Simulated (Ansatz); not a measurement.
System: GeH2I, charge 0, doublet. GeH2I (SMILES [GeH2][I], doublet).
B3LYP-D3(BJ)/def2-TZVP minimum from Ansatz (an electronic-structure program):
```xyz
4

Ge    -1.5359    -0.0476    -0.0132
I      1.0032     0.0067    -0.0067
H     -1.9993    -0.0911     1.4674
H     -2.0227     1.2616    -0.6895
```
Charge 0, spin multiplicity 2.

Atomisation energy term by term, kcal/mol (programs: Ansatz). Radicals and triplets start from unrestricted determinants; spin-orbit coupling is neglected. Cores are frozen in correlated methods (noble-gas shells, and filled d and f shells in the p block). Past Kr the def2 sets carry scalar-relativistic core potentials. CBS(X,Y): correlation extrapolated as X^-3, Hartree-Fock from the larger set. A bracket is a step between two methods taken in the basis named. Where a partner has so few electrons that a lower coupled-cluster level is exact, that level stands in. Spin-orbit terms, left out, reach several kcal/mol for Br and I, and more for heavier atoms.

```csv
term,basis,kcal/mol
Hartree-Fock,def2-QZVPP,139.48
CCSD correlation,"CBS(def2-TZVPP,def2-QZVPP)",51.97
(T),"CBS(def2-TZVPP,def2-QZVPP)",3.52
CCSDT(Q) - CCSD(T),def2-TZVPP,0.27
sum: De,,195.2
```

The step beyond CCSD(T) by other levels: CCSDT(Q) in def2-SVP 0.40 kcal/mol.
